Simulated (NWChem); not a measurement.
# GeNH₂I, singlet; SMILES [NH2][Ge][I]

```xyz
5

Ge     0.4138     1.4056     0.0000
I      0.0001    -1.1784     0.0000
N     -1.3519     1.9030     0.0000
H     -2.1544     1.2647     0.0000
H     -1.6307     2.8897     0.0000
```
Atoms are numbered in this order, from 1.

Computed with NWChem. Low-valent species are run as closed-shell singlets; no triplet was tried in these runs. Coordinates come from a PBE-D3(BJ)/def2-SVP optimisation. def2 effective core potentials on I; no spin-orbit coupling. Level M06-2X/def2-SVP: energy and gradient on several grids; changes count from the extra-fine grid, which is no exact limit either.

```json
[
 {"grid": "xcoarse", "size of the energy change (μHa)": "10000", "largest change of a gradient component (μHa/bohr)": "2000"},
 {"grid": "coarse", "size of the energy change (μHa)": "300", "largest change of a gradient component (μHa/bohr)": "400"},
 {"grid": "medium", "size of the energy change (μHa)": "10", "largest change of a gradient component (μHa/bohr)": "300"},
 {"grid": "fine", "size of the energy change (μHa)": "< 10", "largest change of a gradient component (μHa/bohr)": "30"},
 {"grid": "xfine", "size of the energy change (μHa)": "< 10", "largest change of a gradient component (μHa/bohr)": "< 30"}
]
```
